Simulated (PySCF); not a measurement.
Two-component Hartree-Fock for Lu (lutetium, neutral)

Start: [Xe] 4f14 6s2 7s1; 7s1/2 filled at m_j = +1/2. Calculated with PySCF 2.14 in x2c-SVPall-2c with one added diffuse shell each of s, p, d type (8s11p10d2f1g, 114 functions): generalised Hartree-Fock with the X2C-1e Hamiltonian and a Gaussian nucleus; spin-orbit coupling (SO) screened by Boettger's factors. This is a chosen level, not necessarily the ground level.

```csv
spinor shell,electrons,"ε, screened SO (eV)",weight of nominal j (screened SO),"rms radius, screened SO (bohr)"
1s1/2,2,-63635.3,1.000,0.0219
2s1/2,2,-10970.2,1.000,0.0885
2p1/2,2,-10451.9,1.000,0.0754
2p3/2,4,-9328.4,1.000,0.0825
3s1/2,2,-2548.7,1.000,0.227
3p1/2,2,-2319.5,1.000,0.218
3p3/2,4,-2075.3,1.000,0.232
3d3/2,4,-1690.1,1.000,0.206
3d5/2,6,-1637.4,1.000,0.210
4s1/2,2,-541.70,1.000,0.509
4p1/2,2,-446.88,1.000,0.520
4p3/2,4,-390.83,1.000,0.552
4d3/2,4,-234.42,1.000,0.584
4d5/2,6,-223.89,1.000,0.598
5s1/2,2,-79.772,1.000,1.26
5p1/2,2,-50.280,1.000,1.41
5p3/2,4,-42.835,1.000,1.53
4f5/2,6,-29.387,1.000,0.793
4f7/2,8,-27.830,1.000,0.803
6s1/2,2,-9.726,1.000,3.70
7s1/2,1,-2.152,1.000,10.1
```

```tsv
quantity	screened SO
E (hartree)	-14566.02752
M_J	1/2
⟨J²⟩	0.750
⟨L²⟩	0.110
⟨S²⟩	0.860
```

Breit and QED terms are absent; they matter most for the inner s and p1/2 levels.

Densities and radii are taken from the X2C orbitals without a picture-change correction, which distorts them close to the nucleus.
